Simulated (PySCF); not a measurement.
# `C=CCN(N=C)C(C)(C)C`: 4 charge schemes on one density

Compound: C8H16N2.
SMILES with atom numbers: `[CH2:1]=[CH:2][CH2:3][N:4]([N:5]=[CH2:6])[C:7]([CH3:8])([CH3:9])[CH3:10]` (hydrogens: H11, H12 on C1; H13 on C2; H14, H15 on C3; H16, H17 on C6; H18, H19, H20 on C8; H21, H22, H23 on C9; H24, H25, H26 on C10)

Cartesian coordinates in Å at the GFN2-xTB level; atoms count from 1:
```xyz
26
C8H16N2 angstrom
C      2.7609    0.3448   -0.0539
C      2.0837    0.5779   -1.1613
C      0.5882    0.7141   -1.2482
N     -0.1002    0.4948    0.0039
N     -0.2675    1.4564    0.8942
C      0.2849    2.5950    0.8425
C     -0.8990   -0.7146    0.2036
C     -2.1900   -0.6370   -0.6255
C     -0.0818   -1.9493   -0.1937
C     -1.2612   -0.8245    1.6861
H      2.2679    0.2352    0.8976
H      3.8340    0.2612   -0.0495
H      2.5944    0.6984   -2.1086
H      0.2107    0.0157   -1.9984
H      0.3494    1.7257   -1.6122
H      0.0563    3.2674    1.6518
H      0.9682    2.9549    0.0759
H     -1.9734   -0.5408   -1.6872
H     -2.7760    0.2243   -0.3134
H     -2.7838   -1.5352   -0.4792
H      0.0747   -2.0090   -1.2672
H      0.8890   -1.9292    0.2941
H     -0.6074   -2.8482    0.1174
H     -1.8468   -1.7243    1.8540
H     -0.3596   -0.8711    2.2904
H     -1.8367    0.0398    2.0002
```

Density: PBE0/pcSseg-1 (PySCF); schemes: Mulliken, IAO, Hirshfeld and ESP-fitted. Geometry: GFN2-xTB, one conformer, isolated molecule.

Q: Atoms with like bonding are taken together and averaged. At which atom do the 4 schemes differ most?

A: At C7: from -0.345 (Mulliken) to +0.612 e (ESP-fitted), 0.957 e apart.

Q: Which atoms carry the lowest charge in the Mulliken, IAO, Hirshfeld and ESP-fitted schemes?

A: The schemes don't all agree: Mulliken N4 (-0.456); IAO C8/C9/C10 (-0.421); Hirshfeld C8/C9/C10 (-0.127); ESP-fitted C8/C9/C10 (-0.552).

Q: Do the Mulliken, IAO, Hirshfeld and ESP-fitted schemes agree on where the charge is highest?

A: The schemes don't all agree: Mulliken H14/H15 (+0.140); IAO H12 and H16 (+0.153); Hirshfeld C7 (+0.072); ESP-fitted C7 (+0.612).

Q: Give the atomic charges in each scheme.

A: In e; atoms taken as equivalent share a row and are averaged (×n: the atom named and its like, n in all):

```tsv
atom	environment	Mulliken	IAO	Hirshfeld	ESP-fitted
C1	terminal =CH2 carbon	-0.129	-0.319	-0.104	-0.507
C2	alkene CH carbon	-0.264	-0.148	-0.043	-0.047
C3	sp3 carbon bound to nitrogen	+0.051	-0.179	-0.021	-0.277
N4	nitrogen bonded to 2 C and N	-0.456	-0.086	+0.010	+0.182
N5	C=N nitrogen	-0.185	-0.156	-0.070	-0.317
C6	C=N carbon	-0.088	-0.267	-0.082	-0.271
C7	sp3 carbon bound to nitrogen	-0.345	+0.152	+0.072	+0.612
C8/C9/C10	methyl carbon	-0.139	-0.421	-0.127	-0.552
H11	vinylic hydrogen	+0.132	+0.152	+0.038	+0.225
H12	vinylic hydrogen	+0.117	+0.153	+0.047	+0.193
H13	vinylic hydrogen	+0.099	+0.143	+0.046	+0.127
H14/H15	methylene hydrogen	+0.140	+0.146	+0.045	+0.131
H16	hydrogen on a C=N carbon	+0.107	+0.153	+0.039	+0.152
H17	hydrogen on a C=N carbon	+0.090	+0.109	+0.027	+0.150
H18 (×9)	methyl hydrogen	+0.112	+0.140	+0.037	+0.130
```

Mean size of the charges over all atoms: ESP-fitted 0.237 e, IAO 0.186 e, Mulliken 0.145 e, Hirshfeld 0.054 e. Each set sums to the total charge, 0, to within 0.001 e. The IAO scheme projects the occupied orbitals on a minimal set of polarised atomic orbitals and counts the electrons in each atom's part of it.

Some averages cover members that differ in this geometry: C8/C9/C10, ESP-fitted -0.597 to -0.496; H18 (×9), ESP-fitted +0.112 to +0.149; H18 (×9), Mulliken +0.099 to +0.131; H18 (×9), IAO +0.130 to +0.158 e.

Q: How many electrons does the Mulliken scheme count on C7?

A: Z − q = 6 − (-0.345) = 6.345.

Q: How closely do the schemes follow one another over all atoms?

A: Correlation coefficient and root-mean-square difference: IAO with Hirshfeld 0.98, 0.148 e; Hirshfeld with ESP-fitted 0.95, 0.230 e; IAO with ESP-fitted 0.92, 0.129 e; Mulliken with IAO 0.60, 0.172 e; Mulliken with Hirshfeld 0.51, 0.146 e; Mulliken with ESP-fitted 0.27, 0.292 e.
